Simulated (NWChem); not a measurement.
System: VNHClF₂; SMILES [NH]=[V]([F])([F])[Cl]

```xyz
6

V     -0.0264    -0.3240     0.0000
N     -1.5653    -0.6831     0.0000
H     -2.5603    -0.9115     0.0000
F      0.6729    -0.9907     1.4089
F      0.6729    -0.9907    -1.4089
Cl     0.1184     1.8222     0.0000
```
Atoms are numbered in this order, from 1.

Computed with NWChem. Pople sets run with spherical d functions. Structure relaxed at the PBE0/def2-SVP level.

Question: Order these by “orbital gap (eV)”, lowest first: LC-wPBE (HJS exchange hole, range parameter 0.4 per bohr)/6-31G*; KT2/6-31G*; CAM-B3LYP/6-31G*; LRC-wPBEh/6-31G*; B3LYP/6-31G*.

Answer: KT2/6-31G* (3.35), B3LYP/6-31G* (5.14), CAM-B3LYP/6-31G* (8.12), LRC-wPBEh/6-31G* (9.23), LC-wPBE (HJS exchange hole, range parameter 0.4 per bohr)/6-31G* (10.65)
